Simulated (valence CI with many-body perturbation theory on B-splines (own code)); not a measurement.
# Level structure of Er61+

Calculated by valence CI with perturbative core correlation (CI+MBPT): five valence electrons over a frozen Dirac-Fock core [He], radial functions for each j: 11 s, 11 p, 10 d, 8 f, 5 g, 2 h, with the one-electron correlation potential Σ1 (screened to all orders), the two-electron term Σ2, the three-electron term Σ3, Breit, model QED; selected single and double excitations, second order for the rest, scaled by the run's own slope (own B-spline code, finite nucleus).

No measured spectrum was set against this ion. As an estimate, large intervals hold to a few tenths of a per cent, small ones and those within an open d or f shell to about a per cent. Among the levels kept, up to 7400 cm⁻¹ of a level comes from second order outside the variational space, and about a tenth of that is noise between levels of different J, which matters for small intervals.

Levels 46 to 90 of 202, with energies above the lowest level, (2s^2 2p1/2^2 2p3/2) J=3/2. "Leading %" is the weight of the configuration and term that name the level; weights of strongly mixed levels are sums over their largest components and can fall short, so below about 35 % the name and the second component can differ from the true leading terms, or belong to a minority configuration. In the jj column 3d3/2^4 stands for four electrons in 3d with j = 3/2. Lifetimes count E1, E2, E3, M1 and M2 decay at the calculated energies, and are blank where another channel may lead or the interval is too uncertain; long ones can be off by a factor of two.

```
No.  Configuration  Term    J  E (eV)  Leading %  Lifetime     Second component      g                      Leading jj
 46     2s2 2p2 3d    4D  1/2  8835.4         79   6.04 fs   14 % 2s2 2p2 3d 2P  0.237  2s^2 2p1/2 2p3/2 3d3/2 (100 %)
 47     2s2 2p2 3d    2G  7/2  8847.6         53   69.0 fs   25 % 2s2 2p2 3d 2F  1.010   2s^2 2p1/2 2p3/2 3d3/2 (98 %)
 48     2s2 2p2 3d    2D  5/2  8862.2         36    860 as   32 % 2s2 2p2 3d 2F  1.133   2s^2 2p1/2 2p3/2 3d3/2 (96 %)
 49     2s2 2p2 3d    2D  3/2  8868.2         45    877 as   16 % 2s2 2p2 3d 2P  1.098   2s^2 2p1/2 2p3/2 3d3/2 (96 %)
 50     2s2 2p2 3d    2P  1/2  8877.1         36    803 as   32 % 2s2 2p2 3d 4P  1.628   2s^2 2p1/2 2p3/2 3d3/2 (97 %)
 51     2s2 2p2 3d    4D  7/2  8899.2         46   35.7 fs   38 % 2s2 2p2 3d 4F  1.298   2s^2 2p1/2 2p3/2 3d5/2 (99 %)
 52     2s2 2p2 3d    2P  3/2  8916.8         39   1.21 fs   27 % 2s2 2p2 3d 4P  1.326   2s^2 2p1/2 2p3/2 3d5/2 (98 %)
 53     2s2 2p2 3d    2G  9/2  8918.7         64   10.8 ps   36 % 2s2 2p2 3d 4F  1.169  2s^2 2p1/2 2p3/2 3d5/2 (100 %)
 54     2s2 2p2 3d    2F  5/2  8919.0         44    946 as   21 % 2s2 2p2 3d 4D  1.138   2s^2 2p1/2 2p3/2 3d5/2 (98 %)
 55     2s2 2p2 3d    2D  5/2  8934.9         60    676 as   25 % 2s2 2p2 3d 4P  1.241   2s^2 2p1/2 2p3/2 3d5/2 (98 %)
 56     2s2 2p2 3d    2F  7/2  8942.6         69    610 as   12 % 2s2 2p2 3d 2G  1.122   2s^2 2p1/2 2p3/2 3d5/2 (98 %)
 57     2s2 2p2 3d    2D  3/2  8947.8         58    911 as   29 % 2s2 2p2 3d 2P  0.962   2s^2 2p1/2 2p3/2 3d5/2 (99 %)
 58     2s2 2p2 3d    2P  1/2  8952.6         58    855 as   36 % 2s2 2p2 3d 2S  1.199   2s^2 2p1/2 2p3/2 3d5/2 (99 %)
 59      2s 2p3 3p    4D  7/2  9004.7         49    158 fs    27 % 2s 2p3 3p 6P  1.428   2s 2p1/2^2 2p3/2 3p3/2 (98 %)
 60      2s 2p3 3p    4P  3/2  9013.5         31   4.30 fs    26 % 2s 2p3 3p 2P  1.513   2s 2p1/2^2 2p3/2 3p3/2 (99 %)
 61      2s 2p3 3p    4P  5/2  9029.9         38   4.61 fs    21 % 2s 2p3 3p 2D  1.410   2s 2p1/2^2 2p3/2 3p3/2 (98 %)
 62      2s 2p3 3p    2P  1/2  9033.9         39   2.64 fs    25 % 2s 2p3 3p 4P  1.435   2s 2p1/2^2 2p3/2 3p3/2 (99 %)
 63      2s 2p3 3p    2D  5/2  9090.6         32   5.71 fs    20 % 2s 2p3 3p 4P  1.255   2s 2p1/2^2 2p3/2 3p3/2 (99 %)
 64      2s 2p3 3d   4D°  5/2  9095.9         30   9.59 fs   19 % 2s 2p3 3d 6D°  1.248   2s 2p1/2^2 2p3/2 3d3/2 (99 %)
 65      2s 2p3 3d   4D°  3/2  9100.6         29   4.47 fs   24 % 2s 2p3 3d 6D°  1.353   2s 2p1/2^2 2p3/2 3d3/2 (99 %)
 66      2s 2p3 3d   4F°  7/2  9103.6         24    120 fs   17 % 2s 2p3 3d 2F°  1.234   2s 2p1/2^2 2p3/2 3d3/2 (95 %)
 67      2s 2p3 3d   4P°  1/2  9104.2         46   10.9 fs   27 % 2s 2p3 3d 6D°  2.270   2s 2p1/2^2 2p3/2 3d3/2 (99 %)
 68      2s 2p3 3p    2P  3/2  9106.2         35   6.51 fs    14 % 2s 2p3 3p 4D  1.220   2s 2p1/2^2 2p3/2 3p3/2 (99 %)
 69      2s 2p3 3p    4P  1/2  9110.6         40   60.9 fs    17 % 2s 2p3 3p 2S  1.755   2s 2p1/2^2 2p3/2 3p3/2 (99 %)
 70      2s 2p3 3d   4F°  9/2  9163.9         50   9.81 ps   28 % 2s 2p3 3d 6D°  1.332  2s 2p1/2^2 2p3/2 3d5/2 (100 %)
 71      2s 2p3 3d   2D°  3/2  9170.4         32   9.88 fs   17 % 2s 2p3 3d 4F°  0.951   2s 2p1/2^2 2p3/2 3d3/2 (75 %)
 72      2s 2p3 3d   2F°  5/2  9180.4         36   82.7 fs   22 % 2s 2p3 3d 2D°  0.939   2s 2p1/2^2 2p3/2 3d3/2 (93 %)
 73      2s 2p3 3d   4D°  5/2  9187.0         31   1.11 fs   17 % 2s 2p3 3d 4P°  1.309   2s 2p1/2^2 2p3/2 3d5/2 (93 %)
 74      2s 2p3 3d   4D°  1/2  9187.9         51   3.33 fs   28 % 2s 2p3 3d 2P°  0.601   2s 2p1/2^2 2p3/2 3d3/2 (94 %)
 75      2s 2p3 3d   4D°  7/2  9193.7         41    712 as   23 % 2s 2p3 3d 2F°  1.281   2s 2p1/2^2 2p3/2 3d5/2 (95 %)
 76      2s 2p3 3d   2D°  3/2  9207.1         38   1.07 fs   21 % 2s 2p3 3d 2P°  1.118   2s 2p1/2^2 2p3/2 3d5/2 (75 %)
 77      2s 2p3 3d   2P°  1/2  9217.6         56   1.04 fs   25 % 2s 2p3 3d 4D°  0.701   2s 2p1/2^2 2p3/2 3d5/2 (93 %)
 78      2s 2p3 3d   2F°  7/2  9256.0         34   3.48 fs   20 % 2s 2p3 3d 4D°  1.170  2s 2p1/2^2 2p3/2 3d5/2 (100 %)
 79      2s 2p3 3d   2D°  5/2  9270.2         38    688 as   11 % 2s 2p3 3d 2F°  1.137   2s 2p1/2^2 2p3/2 3d5/2 (99 %)
 80      2s 2p3 3d   2P°  3/2  9271.8         32   1.02 fs   15 % 2s 2p3 3d 2D°  1.273   2s 2p1/2^2 2p3/2 3d5/2 (99 %)
 81     2s2 2p2 3s    4P  5/2  9351.4         64   15.8 fs   35 % 2s2 2p2 3s 2D  1.432          2s^2 2p3/2^2 3s (99 %)
 82     2s2 2p2 3s    2P  3/2  9360.9         54   4.94 fs   34 % 2s2 2p2 3s 2D  1.158          2s^2 2p3/2^2 3s (99 %)
 83     2s2 2p2 3s    2S  1/2  9410.9         68   8.42 fs   20 % 2s2 2p2 3s 4P  1.981          2s^2 2p3/2^2 3s (99 %)
 84     2s2 2p2 3p   4P°  3/2  9459.3         27    294 fs  19 % 2s2 2p2 3p 4S°  1.429       2s^2 2p3/2^2 3p1/2 (98 %)
 85     2s2 2p2 3p   2D°  5/2  9462.1         39    389 fs  25 % 2s2 2p2 3p 2F°  1.172       2s^2 2p3/2^2 3p1/2 (98 %)
 86     2s2 2p2 3p   2P°  1/2  9516.4         74    388 fs  17 % 2s2 2p2 3p 4D°  0.653       2s^2 2p3/2^2 3p1/2 (98 %)
 87      2s 2p3 3s   6S°  5/2  9555.8         50   20.8 fs   40 % 2s 2p3 3s 4D°  1.641      2s 2p1/2 2p3/2^2 3s (99 %)
 88      2s 2p3 3s   4S°  3/2  9582.1         48   5.44 fs   30 % 2s 2p3 3s 4D°  1.475      2s 2p1/2 2p3/2^2 3s (98 %)
 89      2s 2p3 3s   4D°  7/2  9596.3         98   17.2 fs                       1.396      2s 2p1/2 2p3/2^2 3s (98 %)
 90      2s 2p3 3s   2D°  5/2  9621.1         75   5.93 fs   22 % 2s 2p3 3s 4D°  1.212      2s 2p1/2 2p3/2^2 3s (99 %)
```
